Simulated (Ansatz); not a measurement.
Reaction (SMILES): CB(F)F [difluoro(methyl)borane] → [CH2-]B(F)F + H+
Each molecule is optimised on its own at B3LYP-D3(BJ)/def2-TZVP (Ansatz, a quantum-chemistry and plane-wave program), one conformer each, not searched for the lowest.
Geometry of the first species:
```
C
H 1 1.0887
H 1 1.0934 2 108.80
H 1 1.0936 2 108.72 3 115.04
B 1 1.5573 2 112.83 4 122.39
F 5 1.3269 1 122.80 2 -0.71
F 5 1.3282 6 115.79 1 179.94
```

Property: gas-phase deprotonation energy (electronic energy difference), in kJ/mol. Cores are frozen in the correlated levels unless marked. No spin-orbit coupling. Non-relativistic. Anions need diffuse functions: aug- sets have them; def2-D sets add few; the other sets have none. CBS marks a two-point X^-3 extrapolation of the correlation energy; Hartree-Fock from the larger set. The bracket is a focal-point correction in the basis named.

RI-MP2/CBS(aug-cc-pVTZ,aug-cc-pVQZ)+[CCSD(T)-MP2]/aug-cc-pVTZ (Ansatz) gives 1586.7 kJ/mol.

Question: Another calculation gave 1599.9 kJ/mol. Which level was it?
(A) SVWN5/def2-TZVPD (Ansatz)
(B) B3LYP/def2-TZVPD (Ansatz)
(C) BLYP/def2-TZVPD (Ansatz)
(D) LC-wPBE/def2-TZVPD (Ansatz)

Answer: D, LC-wPBE/def2-TZVPD (Ansatz). The others give 1583.5 (B3LYP), 1570.7 (BLYP), 1542.9 (SVWN5) kJ/mol.
